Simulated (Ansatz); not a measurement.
## Bend profile

H2TeSe (SMILES [SeH][TeH]), singlet, at its PBE0-D4/def2-TZVP minimum:

Se1  (0.448, -1.242, 0.375)
Te2  (0.588, 1.235, 0.003)
H3  (-0.840, -1.220, 1.085)
H4  (-0.196, 1.227, -1.463)
(Å)

The angle H4–Te2–Se1 (95.7° at the minimum) is set to the values below, H4, with anything bonded beyond it, turning rigidly in the plane of the angle. Each method's energies count from its own value at the PBE0-D4 minimum structure. Ansatz 0.2.0; basis: def2-TZVPP; cores frozen in the correlated methods. Filled d shells of the heavier atoms are correlated. Core potentials replace the inner electrons of the atoms past krypton. The def2 sets are not built for correlating such inner shells, so the correlated values are less sure here.

CCSD(T) energies along the scan:
```tsv
angle (°)	CCSD(T) (kcal/mol)
77.7	4.84
82.2	2.68
86.7	1.16
91.2	0.28
95.7	0.00
100.2	0.30
104.7	1.15
109.2	2.53
113.7	4.41
```
They count from the CCSD(T) energy at the PBE0-D4 minimum.

Minimum and curvature along this coordinate at CCSD(T): A fifth-order fit through the nearest points gives 95.6°, with a curvature of about 1.2 meV/deg².

Largest difference from the CCSD(T) curve over the scan: r2SCAN-D4 0.26; PBE0-D4 0.09; wB97M-V 0.11; HF 1.53 kcal/mol. Each curve counts from its own value at the minimum.

No T1 diagnostic of these runs exceeds 0.010.

For scale, one of the runs: CCSD(T)/def2-TZVPP, 126 basis functions (an equivalent command: `ansatz run in.yaml --threads 2`). Time: 27 s of wall clock on 2 CPU threads; the host was shared. Peak host memory: 0.69 GiB.
